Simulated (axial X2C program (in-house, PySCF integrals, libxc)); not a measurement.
# Estimating the spin–orbit splitting of the π levels of InCl

Calculated with an in-house all-electron X2C program for linear molecules (integrals from PySCF). Spin-free means the one-electron spin-free X2C Hamiltonian; two-component (2c) means X2C with spin–orbit coupling and atomic mean-field two-electron Coulomb and Gaunt terms, so the difference of the two also holds small scalar two-electron terms. Basis: In dyall-cv3z [11s12p9d4f1g], Cl dyall-av3z [9s8p3d2f] (cores contracted in-house); Gaussian nuclei, density fitting, unrestricted open shells. Masses: In 114.904 u, Cl 34.969 u.

Hartree–Fock at 2.427 Å, closed shell. Valence p splittings ε(p3/2) − ε(p1/2) of spherical Dirac–Hartree–Fock atoms with fractionally filled p shells: Cl 3p 0.140 eV.

```json
{"filled π level (eV), spin-free": "-11.49", "Cl p share": "0.93", "In p share": "0.03"}
```

Question: In first order a p shell splits by 3ζ/2 and a π orbital by ζ. Estimate the splitting of each π level from the shares.

Answer: level -11.49 eV: (2/3) × (0.93 × 0.140) = 0.09 eV.

The two-component Hartree–Fock calculation gives:

```json
{"ε(ω = 1/2) (eV)": "-11.533", "σ share of it": "0.00", "ε(ω = 3/2) (eV)": "-11.447", "splitting (eV)": "0.09", "estimate (eV)": "0.09"}
```

The estimate leaves out the mixing of π1/2 with σ1/2 levels, which pushes the ω = 1/2 spinor up or down, the d and f parts of the orbital, small shares of the strongly split outer-core p shell of a metal, the Gaunt term (absent from the atomic values), and the change of the atomic p orbitals with charge; Löwdin shares depend on the basis.
